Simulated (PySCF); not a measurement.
# Working out the excitation energy of Al

Al [Ne] 3s2 3p1 (2P) → Al [Ne] 3s1 3p2 (4P). All numbers are calculated (PySCF 2.14, the non-relativistic Hamiltonian (point nucleus), in def2-TZVPPD (6s5p4d1f, 48 functions)). Frozen: 1s2. Energies in hartree (1 hartree = 27.21139 eV):

```json
{"part": "UHF", "Al (lower)": "-241.874447", "Al (upper)": "-241.785934"}
{"part": "CCSD correlation", "Al (lower)": "-0.201510", "Al (upper)": "-0.161832"}
{"part": "(T)", "Al (lower)": "-0.003213", "Al (upper)": "-0.001436"}
```

Problem. What does Hartree-Fock give?

Solution. (-241.785934) − (-241.874447) = 0.088513 hartree = 2.409 eV.

Problem. What do CCSD and CCSD(T) give?

Solution. The CCSD correlation energies differ by 0.039678 hartree = 1.080 eV and the triples by 0.001777 hartree = 0.048 eV, so CCSD gives 3.489 eV and CCSD(T) 3.537 eV.

Measured between the centres of the two terms (NIST): 3.598 eV, so CCSD(T) (valence and next inner shell) is off by -0.061 eV.

What remains against the reference includes basis incompleteness, the frozen core and higher excitations.
